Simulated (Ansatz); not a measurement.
# Worked example: a bond strength in C2H6Cl2Si (SMILES C[Si](C)(Cl)Cl)

C2H6Cl2Si has 11 atoms, charge 0, and is taken as a singlet. As SMILES, `C[Si](C)(Cl)Cl`. The shape was relaxed beforehand at B3LYP/def2-SVP.

```xyz
11

C    -1.4865    0.2621    0.5745
Si    0.0501    0.4064   -0.4770
C     1.4251   -0.7598    0.0098
Cl   -0.4657    0.0353   -2.4650
Cl    0.7617    2.3644   -0.3517
H    -1.2524    0.4785    1.6294
H    -2.2566    0.9730    0.2381
H    -1.9029   -0.7562    0.5093
H     1.7392   -0.5715    1.0492
H     2.2993   -0.6260   -0.6455
H     1.0886   -1.8062   -0.0709
```

Wanted: the dissociation energy of the H10–C3 bond into doublet H and doublet C2H5Cl2Si (shapes relaxed at B3LYP/def2-SVP, no zero-point term). 1 Eh = 2625.50 kJ/mol = 27.2114 eV. Totals in Eh; open shells run unrestricted unless said.

```tsv
level	program	C2H6Cl2Si	doublet H	doublet C2H5Cl2Si
r2SCAN/def2-SVP	Ansatz	-1289.281833	-0.499209	-1288.615466
B3LYP/def2-SVP	Ansatz	-1289.457956	-0.501259	-1288.785913
wB97M-V/def2-SVP	Ansatz	-1289.301106	-0.491712	-1288.632979
```

Problem. Work out the dissociation energy at each level.

Solution. 
1. r2SCAN/def2-SVP: (-0.499209) + (-1288.615466) − (-1289.281833) = 0.167158 Eh = 438.9 kJ/mol = 4.55 eV.
2. B3LYP/def2-SVP: (-0.501259) + (-1288.785913) − (-1289.457956) = 0.170784 Eh = 448.4 kJ/mol = 4.65 eV.
3. wB97M-V/def2-SVP: (-0.491712) + (-1288.632979) − (-1289.301106) = 0.176415 Eh = 463.2 kJ/mol = 4.80 eV.

The levels span 439 to 463 kJ/mol; no measured value is set beside them. A bond enthalpy at 298 K also holds the loss of zero-point energy and thermal terms.
